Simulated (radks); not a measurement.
Numerical settings for the cobalt ion Co+, [Ar] 3d8. All-electron calculation, scalar-relativistic Kohn-Sham, PBE, spin-polarised, spherical densities, finite nucleus; open shells are filled with parallel spins first; Fermi nuclear charge, rms radius 3.7875 fm. Program: a radial shooting solver on a logarithmic mesh with Libxc functionals. The defaults (mesh step 0.008 in ln r, mesh end at 40 bohr or more with all orbitals vanishing there, Anderson mixing 0.5 over 9 steps, residual threshold near 1e-9 with the energy settled to 1e-9 hartree or 1e-11 of itself, here a cap of 72 iterations) give E = -1392.9359 hartree and 3d at -11.246 eV in 19 iterations. Run on one thread of a shared host, so times are rough (Arm Neoverse N1): 0.21 s of CPU time, 0.21 s wall, 19 iterations on 2189 mesh points. Changes against that run (0 stands for a change within the tolerance of the run):

| setting | iterations | converged | E (mhartree) | e(3d) (meV) | CPU (s) |
|---|---|---|---|---|---|
| mesh step in ln r 0.08 | 12 | no | diverged | - | 0.04 |
| mesh step in ln r 0.12 | 2 | no | diverged | - | 0.01 |
| mesh step in ln r 0.02 | 16 | yes | 0 | 0 | 0.09 |
| mesh end (bohr) 8 | 19 | yes | +0.0752 | +8.6 | 0.2 |
| mesh end (bohr) 1 | 16 | level above zero | +6.72e+04 | +2.47e+05 | 0.13 |
| residual threshold 0.1 | 12 | yes | 0 | +0.339 | 0.15 |
| residual threshold 0.01 | 12 | yes | 0 | +0.339 | 0.16 |
| mixing 0.01 | 72 | no | 0 | 0 | 0.69 |
| linear mixing, mixing 0.2 | 72 | no | 0 | 0 | 0.65 |
| linear mixing, mixing 1 | 27 | no | diverged | - | 0.62 |
| mixing history 20 | 27 | yes | 0 | 0 | 0.3 |
| iteration cap 3 | 3 | no | +70.9 | -1.61e+03 | 0.04 |

Settled on a wrong energy, with an occupied level pushed above zero by the early mesh end: mesh end (bohr) 1 (+67.2 hartree). Apart from these: no run marked as converged misses the energy by more than 1 mhartree. A mesh that ends early acts as a hard wall.
